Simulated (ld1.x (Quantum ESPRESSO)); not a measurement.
## rhodium (Rh): one change to a TM potential, before and after

- Element: rhodium
- Generator: ld1.x (Quantum ESPRESSO) 7.5
- Type: norm-conserving Troullier–Martins (Kleinman–Bylander form)
- Functional: PBE
- Relativity: scalar-relativistic
- Frozen core: [Kr]
- Valence charge: 9
- Reference configuration: 4d8 5s0 5p0 (charge +1)
- Partial waves: 5p (bound, empty): rc 3.15 bohr; 4d (bound): rc 2.00 bohr; 5s (bound, empty): rc 2.05 bohr
- Local potential: the s channel
- Core correction: a·sin(br)/r model core inside 1.00 bohr

Change: wave 4d (bound): rc 2.00 bohr becomes 4d (bound): rc 2.34 bohr.

Cutoffs: the cutoffs (Ry, on a coarse ladder) from which the occupation-weighted sum of valence levels, in a spherical-Bessel basis at the reference potential, stays within 10 and 1 mRy of its value at 400 Ry; they do not see the model core or the augmentation charge, which bear on the density cutoff. Errors are all-electron minus pseudo energies relative to the spin-unpolarised reference configuration.

How do hardness, ghosts and transferability respond?

The potential gets softer (50 Ry and 60 Ry → 40 Ry and 60 Ry); of the 7 tests that both files solve, the error grows in 0 and shrinks in 2 by more than 15 % and 0.3 meV (median size 164.9 → 133.7 meV); neither file shows a bound ghost. A larger radius leaves more room for a smooth pseudo-wave, so fewer plane waves are needed.

```tsv
quantity	base	changed
cutoff, loose	50 Ry	40 Ry
cutoff, tight	60 Ry	60 Ry
bound ghosts	none	none
error for 4d8 5s1 5p0, meV [ΔE -7.46 eV]	-7.3	-5.7
error for 4d7 5s0 5p0, meV [ΔE 19.51 eV]	-144	-134
error for 4d6 5s0 5p0, meV [ΔE 52.02 eV]	-731	-655
error for 4d5 5s0 5p0, meV [ΔE 98.96 eV]	-1922	-1659
error for 4d9 5s0 5p0, meV [ΔE -8.37 eV]	-57	-56
error for 4d7 5s2 5p0, meV [ΔE -4.98 eV]	-165	-133
error for 4d7 5s1 5p1, meV [ΔE -0.84 eV]	-176	-150
s: phases at 3.40 bohr within 0.05 rad from the reference energy up to (Ry; the scan ends near 5)	0.9	0.9
p: phases at 3.40 bohr within 0.05 rad from the reference energy up to (Ry; the scan ends near 5)	1.9	1.9
d: phases at 3.40 bohr within 0.05 rad from the reference energy up to (Ry; the scan ends near 5)	0.1	0.1
```
